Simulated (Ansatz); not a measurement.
Consider the formal exchange of groups at the Se–B bond: `COB(C)[SeH]` + `BCN=C` → `BC/N=C/[SeH]` + `CBOC`.

Isolated molecules relaxed with PBE0-D4/def2-TZVP in Ansatz; ΔE leaves out vibrations. CBS: MP2 limit from def2 TZ/QZ plus the TZ coupled-cluster correction, frozen cores. Functionals use def2-TZVPP. B3LYP here is the variant with VWN-RPA as its local correlation; programs differ in this. For Se outer-core shells are correlated without core-valence functions, which leaves a few kJ/mol of doubt a bond. Scalar relativity is left out up to krypton. One conformer a species, not always the lowest.

CCSD(T)/CBS gives +23.4 kcal/mol.

Task: Another level gave +20.8 kcal/mol. Which?
A. B3LYP/def2-TZVPP
B. B2PLYP/def2-TZVPP
C. CCSD/def2-TZVPP
D. HF/def2-TZVPP

Result: B. B2PLYP 20.8, HF/def2-TZVPP 21.9, B3LYP 19.4, CCSD/def2-TZVPP 22.9 kcal/mol.

Largest T1 diagnostic among the species: 0.012.

In def2-TZVPP, CCSD(T) changes the Hartree–Fock value by +0.9 kcal/mol (the triples alone add −0.0 kcal/mol) and MP2 by +1.1 kcal/mol. From PBE to PBE0 (25 % exact exchange), in def2-TZVPP and without D4, ΔE moves by +1.6 kcal/mol.
